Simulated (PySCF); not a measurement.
C2H5BrSi, SMILES C=C[SiH2]Br, singlet (CAM-B3LYP/def2-SVP optimised geometry):

```
9

C      1.354    -1.197     0.000
C      0.020    -1.197     0.000
Si    -1.065     0.315     0.000
Br     0.188     2.166     0.003
H      1.930    -2.128     0.000
H      1.928    -0.266     0.000
H     -0.499    -2.166     0.000
H     -1.930     0.354     1.207
H     -1.928     0.356    -1.209
```

Calculation: PySCF with CAM-B3LYP/def2-TZVP.

**Question.** What are the frontier orbital energies and the dipole moment?

**Answer.** HOMO-2 -9.75 eV, HOMO-1 -9.73 eV, HOMO -9.53 eV, LUMO 0.42 eV, LUMO+1 0.96 eV; dipole moment 1.82 D.

Meta-Löwdin charges at CAM-B3LYP/def2-TZVP: C1 -0.20, C2 -0.37, Si3 0.68, Br4 -0.29, H5 0.12, H6 0.12, H7 0.13, H8 -0.10, H9 -0.10.
